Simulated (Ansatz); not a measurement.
C2H4AlO, SMILES `[CH3][Al-][CH]=O` (excited triplet; C–Al–C–O torsion 180°) (charge -1, multiplicity 3). This triplet is an excited state, 0.67 eV above the relaxed singlet at the level frozen-core CCSD(T)/aug-cc-pVDZ // PBE0-D3(BJ)/def2-TZVPD (Ansatz, a quantum-chemistry and plane-wave program).

The numbers are results of B3LYP/aug-cc-pVTZ // PBE0-D3(BJ)/def2-TZVPD run with Ansatz, not measurements.

Ansatz 0.2 input:
```yaml
crystal:
  periodic: [false, false, false]
  atoms:
    - { symbol: C, position_ang: [-1.451125, -0.054988, -0.102867] }
    - { symbol: Al, position_ang: [0.248256, -0.714575, -0.977797] }
    - { symbol: C, position_ang: [1.880313, -0.01181, -0.119665] }
    - { symbol: O, position_ang: [3.099433, -0.125837, -0.291183] }
    - { symbol: H, position_ang: [-2.07796, 0.521265, -0.791947] }
    - { symbol: H, position_ang: [-1.189324, 0.600153, 0.738844] }
    - { symbol: H, position_ang: [-2.062295, -0.874754, 0.289885] }
    - { symbol: H, position_ang: [1.552697, 0.660547, 0.742385] }
basis:
  gaussian: { orbitals: aug-cc-pVTZ }
hamiltonian:
  xc: b3lyp
total_charge: -1
magnetization:
  spin_polarized: true
  initial_magnetization: 2
```

Output:

```
Functional definition: B3LYP
1224 factors; their error is unknown
mean field evaluation 1: about -10777.6521 eV, gradient 3.8e1 eV
mean field evaluation 2: about -10759.1970 eV, gradient 6.3e1 eV
mean field evaluation 4: about -10784.5381 eV, gradient 6.5e0 eV
mean field evaluation 8: about -10784.7822 eV, gradient 1.7e-1 eV
mean field evaluation 16: about -10784.7808 eV, gradient 1.0e-3 eV
mean field evaluation 32: about -10783.2748 eV, gradient 8.2e-1 eV
mean field -10784.78078602 eV, -396.3333836994 hartree, gradient 6.0e-5 eV, S^2 2.003992; 5 other end points of the search recorded, 0 dependent functions left out
reference -10784.78106632 eV, -396.3333940003 hartree; 20, 18 occupied and 260, 262 virtual orbitals, 1224 factors
Total energy: -10784.78106632 eV, -396.3333940003 hartree
```
